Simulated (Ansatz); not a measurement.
Start from `Cl[SiH2]C#C[SiH2]Cl` and change one atom or group to get `F[SiH](Cl)C#C[SiH2]Cl`.

Ansatz, PBE0-D4/def2-TZVP geometries, multiplicity 1. 

| property | `Cl[SiH2]C#C[SiH2]Cl` |
| --- | --- |
| HOMO–LUMO gap (ωB97M-V/def2-TZVPP) / eV | 11.12 |
| HOMO energy (PBE/def2-TZVPP) / eV | -7.37 |
| HOMO–LUMO gap (B3LYP/def2-TZVPP) / eV | 6.58 |
| HOMO energy (ωB97M-V/def2-TZVPP) / eV | -10.77 |
| HOMO energy (PBE0/def2-TZVPP) / eV | -8.59 |
| LUMO energy (PBE/def2-TZVPP) / eV | -2.49 |

(1) Give the same properties after the change, and the shifts. (Estimate.)

Results:

(1) The calculation gave: 
```csv
property,`F[SiH](Cl)C#C[SiH2]Cl`,shift
HOMO–LUMO gap (ωB97M-V/def2-TZVPP) / eV,11.38,0.26
HOMO energy (PBE/def2-TZVPP) / eV,-7.61,-0.24
HOMO–LUMO gap (B3LYP/def2-TZVPP) / eV,6.77,0.19
HOMO energy (ωB97M-V/def2-TZVPP) / eV,-11.05,-0.28
HOMO energy (PBE0/def2-TZVPP) / eV,-8.86,-0.27
LUMO energy (PBE/def2-TZVPP) / eV,-2.54,-0.05
```

B3LYP here is the variant with VWN-RPA as its local correlation; programs differ in this.
